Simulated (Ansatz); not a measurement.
Calculated with Ansatz (gas phase, PBE0-D4/def2-TZVP geometries, no zero-point term in ΔE). CBS: MP2 limit from def2 TZ/QZ plus the TZ coupled-cluster correction, frozen cores. This one scheme is used for every species, atoms too. For atomizations the MP2-based limit and the directly extrapolated one differ by several kJ/mol either way, and by 10 to 25 for some Ge, Se and Sn compounds, so smaller differences from it don't rank the levels. DFT in def2-TZVPP. Open shells (•) are unrestricted, without spin–orbit coupling. Spin–orbit coupling would lower the free atoms: a little for C, Cl, Si. Each species was taken in one conformer, which may not be the lowest.

`[SiH3]CCCl` → 2 C• + Cl• + 7 H• + Si•  (atomization)

**Question.** What is ΔE at CCSD(T)/CBS? (Best estimate.)

**Answer.** Computed: +3768.8 kJ/mol.

**Question.** What do these levels give: revPBE-D4, BLYP-D4, PBE0-D4, HF/def2-SVP, CCSD/def2-TZVPP, HF/CBS(def2)? (An estimate is asked.)

**Answer.** Computed: revPBE-D4 3728.9, BLYP-D4 3729.2, PBE0-D4 3767.9, HF/def2-SVP 2858.4, CCSD/def2-TZVPP 3637.7, HF/CBS(def2) 2854.9 kJ/mol.

Largest T1 diagnostic among the species: 0.012.

From BLYP to BHLYP (50 % exact exchange), in def2-TZVPP and without D4, ΔE moves by −12.1 kJ/mol: exact exchange takes away binding that semilocal exchange gives to molecules. At CCSD(T), def2-SVP lies −196.9 kJ/mol from the extrapolated value and def2-TZVPP −88.2 kJ/mol: correlation converges slowly with the basis, and small sets miss more of it in the bonded molecule than in its fragments.
